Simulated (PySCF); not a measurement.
C3F8. Atoms are numbered in the order given.

```xyz
11

F      1.3677     1.0785     0.9997
C      1.3061     0.0000     0.2342
F      1.3677    -1.0785     0.9997
F      2.3367     0.0000    -0.5951
C      0.0000     0.0000    -0.5914
F      0.0000    -1.0910    -1.3632
F      0.0000     1.0910    -1.3632
C     -1.3061     0.0000     0.2342
F     -1.3677     1.0785     0.9997
F     -2.3367     0.0000    -0.5951
F     -1.3677    -1.0785     0.9997
```
Charge 0, spin multiplicity 1.

Geometry optimised at PBE0-D3(BJ)/def2-SVP.

All values below come from B3LYP/pcSseg-1 run with PySCF.

GIAO shieldings, no solvent; atoms alike by connectivity are averaged. δ = σ(ref) − σ: ¹⁹F against CFCl3 (σ = 161.7 ppm); ¹³C against TMS (σ = 181.3 ppm), references at their B3LYP-D3(BJ)/def2-TZVP geometries, non-relativistic.

```tsv
atoms	nucleus	count	δ (ppm)
F1, F3, F4, F9, F10, F11	¹⁹F	6	(withheld)
F6, F7	¹⁹F	2	(withheld)
C2, C8	¹³C	2	127.1
C5	¹³C	1	113.6
```

**Question.** Complete the blanks. (An estimate is asked for; the answer gives what the named calculation found.)

**Answer.** 
- F1, F3, F4, F9, F10, F11, δ (ppm): -105.6
- F6, F7, δ (ppm): -160.3
